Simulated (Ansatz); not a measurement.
CH9BGeSi, SMILES `[BH2][GeH2][SiH2]C`. Total charge 0; spin multiplicity 1. The geometry is a stationary point of PBE0-D4/def2-TZVP. It is one conformer, not always the lowest.

```xyz
13

B     1.778    1.130    1.132
Ge    0.293   -0.198    1.558
Si   -1.255   -0.063   -0.269
C    -0.459   -0.618   -1.873
H     2.689    0.818    0.423
H     1.712    2.263    1.505
H     0.774   -1.662    1.622
H    -0.478    0.112    2.855
H    -1.739    1.340   -0.391
H    -2.431   -0.920    0.050
H     0.386    0.024   -2.133
H    -0.091   -1.643   -1.787
H    -1.179   -0.582   -2.694
```

Problem. What is the dipole moment at PBE/def2-TZVPP? (Estimate.)

Solution. Computed: 1.02 D, with components (0.09, -0.24, -0.99) D in this frame, pointing from negative to positive charge.

Problem. And with r2SCAN, B3LYP, ωB97M-V? (An estimate is asked.)

Solution. Computed: r2SCAN 1.02 D, B3LYP 0.94 D, ωB97M-V 0.93 D.

Problem. Give the Mulliken charges with PBE, ωB97M-V, r2SCAN in def2-TZVPP. (Best estimate.)

Solution. The calculation gave: 
```
atom    PBE  ωB97M-V  r2SCAN
  B1  -0.08    -0.13   -0.04
 Ge2   0.06    -0.12    0.04
 Si3   0.10     0.13    0.17
  C4  -0.36    -0.43   -0.28
  H5   0.04     0.09    0.02
  H6   0.04     0.09    0.02
  H7  -0.02     0.02   -0.02
  H8  -0.01     0.02   -0.01
  H9  -0.05    -0.02   -0.07
 H10  -0.05    -0.02   -0.07
 H11   0.11     0.12    0.08
 H12   0.11     0.13    0.08
 H13   0.11     0.13    0.08
```

B3LYP here is the variant with VWN-RPA as its local correlation; programs differ in this.
